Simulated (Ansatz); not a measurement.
**ClH2SbSi2: where a starting geometry ends**

The starting geometry of this gas-phase singlet was optimised with GFN2-xTB.

```yaml
atoms:
  - { symbol: Cl, position_ang: [2.6311, 1.0983, -2.1814] }
  - { symbol: Sb, position_ang: [0.4550, -0.2351, 0.3187] }
  - { symbol: Si, position_ang: [-0.6601, 1.1939, 1.9493] }
  - { symbol: Si, position_ang: [1.4978, 1.8088, -0.6667] }
  - { symbol: H, position_ang: [0.5892, 2.7782, -1.2644] }
  - { symbol: H, position_ang: [2.4014, 2.5602, 0.1947] }
```

**Question.** Where would you expect an optimisation with BLYP-D3(BJ)/def2-SVP to take it?

**Answer.** A new bond forms, giving a structure with H6 bridging Si3 and Si4, given below by its coordinates. Distances that change by over a tenth: Si3–Si4 (3.45 → 2.68 Å), Si4–H6 (1.46 → 1.65 Å). Contacts that close: Si3–H6 (3.78 → 1.75 Å).

The energy falls by 0.64 eV over 24 steps:

```
step  E − E(last) (eV)
   1             0.636
   4             0.438
   6             0.437
   9             0.433
  11             0.399
  14             0.309
  16             0.186
  19             0.071
  21             0.003
  24             0.000
```

Final geometry (Å):

```
atom    x (Å)    y (Å)    z (Å)
  Cl   3.0528   1.1470  -1.6543
  Sb  -0.3413  -0.1388   0.0931
  Si   0.7900   1.3688   1.7826
  Si   1.1688   1.6249  -0.8569
   H   0.6812   2.8386  -1.5827
   H   1.5629   2.3638   0.5685
```

Frequencies at the end are all real (lowest 108 cm⁻¹). Atoms past krypton carry core potentials, without spin–orbit terms. Run with Ansatz 0.2.0, 99 s on 1 thread of AMD EPYC (Zen 3), with other jobs on the host.
